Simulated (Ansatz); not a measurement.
Task: Predict a relaxed structure of the cluster CdF2⁺, charge 1, doublet, at PBE-D4/def2-TZVP (Ansatz).

Result: 
```csv
atom,x (Å),y (Å),z (Å)
Cd1,0.000,0.001,0.001
F2,1.586,0.417,-1.126
F3,-1.586,-0.418,1.126
```
Point group D∞h (tolerance 0.1 Å). The metal has 2 neighbours: F 1.99 Å, F 1.99 Å. This is one stationary point.

In the def2 sets Cd takes a core potential; there is no spin–orbit coupling. The structure comes from a short search, and lower isomers may exist.
